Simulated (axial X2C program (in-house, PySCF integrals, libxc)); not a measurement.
# Potential curves of CrB, without spin–orbit coupling

All values were computed with an axial X2C code built on PySCF integrals. Spin-free means the one-electron spin-free X2C Hamiltonian. Basis: Cr dyall-cv3z [9s10p6d3f2g], B dyall-v3z [7s6p2d1f] (cores contracted in-house); Gaussian nuclei, density fitting, unrestricted open shells. Masses: Cr 51.941 u, B 11.009 u.

State: M_S = 5/2, Λ = 0 (beyond evenly filled blocks: σα, π+α, π-α, δ+α, δ-α). Energies in eV from the fragments at the same level (Cr + B). Fits are polynomials in 1 − R0/R over 0.85 to 1.23 times the lowest point R0.

| R (Å) | PBE0 | PW91 | CCSD |
| --- | --- | --- | --- |
| 1.8879 | -1.0476 | -1.7741 |  |
| 1.9747 | -1.2426 | -1.9119 | -0.7544 |
| 2.0398 | -1.3276 | -1.9614 | -0.8575 |
| 2.1049 | -1.3716 | -1.9745 | -0.9186 |
| 2.1700 | -1.3833 | -1.9588 | -0.9473 |
| 2.2459 | -1.3658 | -1.9123 | -0.9493 |
| 2.3219 | -1.3237 | -1.8434 | -0.9264 |
| 2.4196 | -1.2449 | -1.7323 | -0.8721 |
| 2.5389 | -1.1269 | -1.5767 |  |
| 2.7125 | -0.9394 | -1.3368 |  |

Correlated methods: 9 electrons correlated (number of frozen shells: Cr 3 s, 2 p; B 1 s), 241 virtual spin orbitals or spinors in MP2, 89 natural virtuals in coupled cluster.

Occupations by symmetry block were frozen at the best pattern of an incomplete PBE0 search. De is counted from the lowest determinant-based energies of the atoms at the same level, without counterpoise correction. CCSD ran in a truncated set of natural virtual spinors with an MP2 remainder; without triples it tends to underbind. PBE0 can misorder states that lie within some tenths of an eV, so this need not be the ground state of the molecule. The nearest other spin-free determinant of the search, M_S = 7/2, Λ = 1, lies 0.09 eV up at the distance of the search. The determinant is spin-polarised beyond a pure state at some levels (its spin-free form has ⟨S²⟩ too high), which makes Re and μ there less reliable. The T1 diagnostic is large, a sign of multireference character. Coupled cluster ran on the points near the minimum only. MP2 and coupled cluster on one determinant become unreliable at the stretched end.

(1) Fit the PBE0 curve near its minimum: give the equilibrium distance, the harmonic wavenumber and the well depth.

(2) Fit the PW91 curve near its minimum: give the equilibrium distance, the harmonic wavenumber and the well depth.

(3) What are Re, ωe and De at the CCSD level?

Answers

(1) At PBE0, spin-free: Re = 2.165 Å, ωe ≈ 423 cm⁻¹, De = 1.38 eV to Cr + B; Be follows as 0.396 cm⁻¹.

(2) At PW91, spin-free: Re = 2.099 Å, ωe ≈ 455 cm⁻¹, De = 1.97 eV to Cr + B; Be follows as 0.421 cm⁻¹.

(3) At CCSD, spin-free: Re = 2.212 Å, ωe ≈ 386 cm⁻¹, De = 0.95 eV to Cr + B; Be follows as 0.379 cm⁻¹.
